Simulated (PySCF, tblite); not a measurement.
Calculations on `C=[C]C([SiH3])[SiH3]` [radical], in the order of a workflow; each names the level of the geometry that it ran on. Settings lines and outputs come from a driver script.

Species: C3H9Si2 (doublet state).
Bonds: C1–C2 (double), C2–C3, C3–Si4, C3–Si5. Hydrogens: H6, H7 on C1; H8 on C3; H9, H10, H11 on Si4; H12, H13, H14 on Si5.

Step 1: GFN2-xTB geometry optimisation, gas phase (tblite 0.8.0) (from a force-field or distance-geometry start)
```json
{"job": {"kind": "relax", "xc": "GFN2-xTB", "basis": "xTB"}, "charge": 0, "multiplicity": 2}
```
```
step      E/eV     max force
  0    -389.68299    3.029
  1    -389.92366    1.143
  2    -389.95925    1.029
...
116    -390.25172    0.025
117    -390.25176    0.022
118    -390.25179    0.014
119    -390.25181    0.010
120    -390.25182    0.008
```

Energy lowered by 13.1 kcal/mol over 120 steps; largest atomic force 0.008 eV/Å at the end. «max force» is the largest atomic force in eV/Å.

Step 2: GFN2-xTB harmonic vibrations, gas phase (tblite 0.8.0) (on the GFN2-xTB geometry)
```json
{"job": {"kind": "ir", "xc": "GFN2-xTB", "basis": "xTB"}, "charge": 0, "multiplicity": 2}
```
```
(table of modes left out)
```

36 modes from 62 to 3034 cm⁻¹ (unscaled, harmonic); zero-point energy 57.6 kcal/mol; all wavenumbers are real at this level.

Step 3: UKS B3LYP, pcH-1 on C H Si, non-relativistic, mean-field spin-orbit, GIAO (PySCF 2.14.0) (on the GFN2-xTB geometry)
```json
{"job": {"kind": "epr", "basis": "pcH-1"}, "charge": 0, "multiplicity": 2}
```
```
...
E = -698.65141641 Eh   <S^2> = 0.7579 (exact 0.7500)
g shifts (ppm)      1          2          3
  rmc          -156       -156       -156
  gc             31          5         -4
  oz_so        -879        -14       1043
  total       -1004       -165        883
hyperfine (MHz)  atom isotope    a_iso     a_fc   dipolar eigenvalues
    0   13C       0.94       0.93    -16.31      1.45     14.86
    1   13C     230.92     231.06    -76.82    -58.49    135.31
    2   13C      18.78      18.78     -6.60     -3.84     10.44
    3  29Si     -78.36     -78.40     -7.33      2.99      4.34
    4  29Si     -95.50     -95.65    -22.65     10.93     11.72
    5    1H     107.91     107.91     -6.18     -4.80     10.98
    6    1H     170.58     170.58     -4.36     -1.77      6.13
    7    1H       7.31       7.31     -5.53     -4.03      9.56
    8    1H      -2.08      -2.08     -3.89     -2.08      5.97
    9    1H      25.39      25.39     -1.65     -1.26      2.91
   10    1H      -0.38      -0.38     -3.11     -2.06      5.17
   11    1H      -3.57      -3.57     -2.26     -1.29      3.55
   12    1H       0.93       0.93     -2.44     -1.03      3.47
   13    1H      15.66      15.66     -2.24     -0.64      2.88
```

⟨S²⟩ 0.758; g_iso 2.0022. rmc, gc and oz_so are the mass-correction, gauge-correction and orbital-Zeeman/spin–orbit parts of the g shift along its three principal axes; a_iso is the isotropic hyperfine coupling and a_fc its Fermi-contact part. The log counts atoms from 0, this text from 1.

Question: Which step took the most CPU time, and about what did each take on one thread of an Intel Xeon at 2.60 GHz, on a shared host?

Answer: Step 3, about 97 % of the total. CPU time by step: 1: 0.77 s, 2: 0.42 s, 3: 45 s.

Geometry of the electronic-property runs (GFN2-xTB):
```
atom  x, y, z in Å
C1    -1.5930   -1.6870   -0.1189
C2    -1.1408   -0.4812   -0.2667
C3    -0.0053    0.3487   -0.5231
Si4   -0.3299    1.8185    0.6676
Si5    1.6860   -0.5374   -0.2866
H6    -2.6173   -1.8897    0.1615
H7    -0.9875   -2.5809   -0.2867
H8    -0.0521    0.7258   -1.5490
H9    -1.5804    2.4597    0.2616
H10    0.7683    2.7898    0.5953
H11   -0.4325    1.2989    2.0299
H12    1.7661   -1.0380    1.0844
H13    1.7598   -1.6493   -1.2364
H14    2.7579    0.4217   -0.5550
```

 (This holds for the electronic-property runs.)

One conformer stands for the species.
